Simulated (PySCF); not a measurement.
Structure with atom numbers: `[O:1]=[C:2]1[CH2:3][CH2:4][O:5][CH2:6][C@@H:7]1[F:8]`. Each H is labelled by its parent atom. Ha(C3), Ha(C4), Ha(C6) are cis to F8 on the ring; Hb(C3), Hb(C4), Hb(C6) are trans to F8 on the ring.

Geometry: GFN2-xTB; GIAO shifts from PySCF 2.14, gas phase, non-relativistic, averaged over equivalent atoms.

At HCTH407/pcSseg-1 (171 basis functions, roughly 120 core-seconds):
```csv
atoms,δ (ppm)
O1,618.3
O5,74.9
C2,199.2
C7,95.3
C6,78.6
C4,75.5
C3,47.3
F8,-239.4
H(C7),5.21
Hb(C6),4.77
Hb(C4),4.54
Ha(C4),3.73
Ha(C6),3.67
Hb(C3),2.61
Ha(C3),2.13
```

Shifts are taken against calculated references (same method and geometry level): H2O for $^{17}$O (334.16 ppm); $^{13}$C (183.64 ppm), $^{1}$H (31.67 ppm) vs TMS; $^{19}$F (149.24 ppm) against CFCl3.

Q: Predict the values at CAM-B3LYP/IGLO-II on the same geometry.

A: 
| atoms | δ at CAM-B3LYP/IGLO-II | change |
| --- | --- | --- |
| O1 | 651.0 | +32.7 |
| O5 | 53.9 | -21.0 |
| C2 | 209.6 | +10.4 |
| C7 | 96.6 | +1.3 |
| C6 | 77.1 | -1.5 |
| C4 | 73.7 | -1.8 |
| C3 | 47.0 | -0.3 |
| F8 | -215.5 | +23.9 |
| H(C7) | 5.11 | -0.10 |
| Hb(C6) | 4.60 | -0.17 |
| Hb(C4) | 4.35 | -0.19 |
| Ha(C4) | 3.63 | -0.10 |
| Ha(C6) | 3.54 | -0.13 |
| Hb(C3) | 2.49 | -0.12 |
| Ha(C3) | 2.12 | -0.01 |

Scale: $^{17}$O (338.92 ppm) against H2O; $^{13}$C (187.46 ppm), $^{1}$H (32.23 ppm) against TMS; $^{19}$F (192.71 ppm) vs CFCl3 (reference shieldings calculated alike).

The largest change is at O1 (ketone oxygen). Cost: 218 basis functions, about 110 core-seconds. The order of the carbon signals is the same at both levels.

Unscaled 19F shifts against computed CFCl3 carry errors that often reach 10 to 50 ppm. Unscaled 17O shifts of doubly bonded oxygen tend to come out too high, by tens of ppm or more. Experimental scales use liquid or dissolved standards, which lie at an offset from isolated H2O (liquid H2O: subtract about 36 ppm).
